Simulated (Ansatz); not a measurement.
Si(OH)Cl3 (SiCl₃OH). The state is a triplet with charge 0. Geometry r2SCAN-D4/def2-SVP, that of the neutral singlet; atoms count from 1.

```xyz
6

Si   -0.1358    0.0534   -0.2689
O     1.0710    0.2034    0.8260
H     0.9768   -0.2565    1.6699
Cl   -1.9102    0.7618    0.4736
Cl   -0.4185   -1.9048   -0.8048
Cl    0.4168    1.1427   -1.8957
```

At PBE0-D4/def2-TZVP a singlet of charge 0 lies 7.29 eV below the triplet at the same geometry.

Question: Estimate the Mulliken populations from the PBE0/def2-TZVP orbitals of Ansatz.

Answer: 
```tsv
atom	charge (e)	spin (α − β)
Si1	0.37	0.60
O2	-0.47	0.00
H3	0.30	0.04
Cl4	-0.05	0.49
Cl5	-0.05	0.49
Cl6	-0.10	0.37
```
Mulliken values depend strongly on the basis.

Question: Where does the spin sit?

Answer: Summed by element: Si 0.60, O 0.00, H 0.04, Cl 1.36, of 2 unpaired in all. Largest on single atoms: Si1 0.60, Cl4 0.49, Cl5 0.49.

Question: And the Mayer bond orders between heavy atoms (over 0.3)?

Answer: Si1–O2 1.20 (1.64 Å); Si1–Cl4 0.88 (2.05 Å); Si1–Cl5 0.88 (2.05 Å); Si1–Cl6 0.98 (2.03 Å).
